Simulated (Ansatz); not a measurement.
One elementary step

Start structure (SiH5SeBr, singlet), relaxed at PBE0-D4/def2-TZVP:

Si1  (-1.164, 0.719, -0.520)
Br2  (-1.773, -1.076, 0.650)
H3  (-0.193, 0.297, -1.551)
H4  (-0.572, 1.704, 0.410)
H5  (-2.389, 1.266, -1.150)
H6  (1.188, -1.169, 1.403)
Se7  (2.379, -0.433, 0.964)
H8  (2.524, -1.308, -0.205)
(Å)

The step: SiH₃Br ([SiH3][Br]) + H₂Se → SiH₄Se ([SiH3][SeH]) + HBr; bonds formed: Si1–Se7, Br2–H6; bonds broken: Si1–Br2, H6–Se7. Computed with Ansatz 0.2.0 (basis: def2-TZVPP and def2-QZVPP); correlated methods freeze the cores. Filled d shells of the heavier atoms are correlated. The def2 sets are not built for correlating such inner shells, so the correlated values are less sure here. Extrapolation: Hartree–Fock as exp(−7.88 √X), correlation as X^−2.97. Energies below are by CCSD(T) at an estimated basis limit (MP2 extrapolated from triple and quadruple zeta, plus CCSD(T) − MP2 in triple zeta).

Task: What are the electronic barrier and the energy of the step, from the start structure to the end structure? (Judge from chemistry; the value comes from the calculation.)

Result: By the calculation: Barrier 1.584 eV; step energy 0.279 eV (uphill); reverse barrier, their difference, 1.305 eV. Barrier and step energy count from the start structure, the reverse barrier from the end structure.

The saddle point: One imaginary mode of 364i cm⁻¹.
```csv
pair,start (Å),saddle (Å),end (Å)
Si1–Se7,4.01,2.49,2.29
Br2–H6,3.06,2.19,1.45
Si1–Br2,2.23,2.67,4.31
H6–Se7,1.47,1.51,2.45
```

Zero-point energy (harmonic, PBE0-D4): ZPE is 1.097 eV at the start and 1.099 eV at the saddle, so the barrier goes from 1.584 to 1.586 eV.

The T1 diagnostic stays at or below 0.010.

Labels in which every atom is bracketed show which atoms are joined, not bond orders.

For scale, one of the runs: CCSD(T)/def2-TZVPP, 208 basis functions (an equivalent command: `ansatz run in.yaml --threads 4`). The run took 2.1 min on 4 CPU threads (shared host), with 2.8 GiB of host memory at its peak.
